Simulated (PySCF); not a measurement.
# Electronic absorption of C4H2ClF3O

Species: C4H2ClF3O.
SMILES: `O=C(Cl)/C=C\C(F)(F)F`

Computed, not measured: TDDFT PBE0/def2-SVPD, vertical, gas phase, core orbitals frozen in the response (PySCF 2.14.0, density-fitted response routines). The structure is a single GFN2-xTB conformer in the gas phase; no vibrational or solvent corrections. Torsions of this conformer, `[O:1]=[C:2]([Cl:3])/[CH:4]=[CH:5]\[C:6]([F:7])([F:8])[F:9]`: O1–C2–C4–C5 0°, C4–C5–C6–F7 180°.

```csv
state,E (eV),λ (nm),f,symmetry,"main configurations (H = HOMO, L = LUMO)"
S1,4.02,308.0,0.0000,–,H→L (96%)
S2,5.18,239.1,0.0003,–,H-2→L (98%)
S3,5.62,220.7,0.063,A′,"H-3→L (85%), H-1→L (10%)"
S4,6.06,204.6,0.328,A′,"H-1→L (86%), H-3→L (10%)"
S5,6.78,182.9,0.0004,–,H-4→L (96%)
S6,7.56,164.0,0.0001,–,H→L+2 (87%)
S7,7.64,162.3,0.0055,A′,H-5→L (99%)
S8,7.96,155.7,0.049,A′,"H→L+1 (60%), H-6→L (13%)"
```

Triplets, Tamm–Dancoff:

```tsv
state	E (eV)	λ (nm)	main configurations (H = HOMO, L = LUMO)
T1	3.53	351.0	H-1→L (87%), H-3→L (8%)
T2	3.60	344.1	H→L (92%)
T3	4.73	261.9	H-3→L (84%)
```

The lowest singlet lies at 4.02 eV (308 nm, ultraviolet) and is dark (f under 0.0005); its leading configuration is HOMO→LUMO (96%). The most intense listed level is S4 at 6.06 eV (205 nm, f = 0.328), 2.03 eV above S1. Löwdin shares by element: HOMO oxygen 54%, chlorine 29%, carbon 12% or more; LUMO carbon 64% or more, oxygen 17% (atoms not listed hold the other 19%). The oscillator strengths of these states sum to 0.447; summed over the whole spectrum of an exact calculation they would give the number of electrons, 78 (Thomas–Reiche–Kuhn). Orbital energies (eV): HOMO-3 -9.81, HOMO-2 -9.79, HOMO-1 -9.67, HOMO -9.02, LUMO -3.20, LUMO+1 0.13, LUMO+2 0.36. Of the 8 states listed, 3 reach f = 0.01 and 4 stay under 0.0005. Symmetry labels in Cs follow from the direction of the transition dipole and are given only for states with f of 0.002 or more. Singlets were solved by full linear response, triplets in the Tamm–Dancoff approximation.

On one thread of an AMD EPYC 9R45, on a shared host, this took 22 s and 0.81 GiB of memory at its peak.
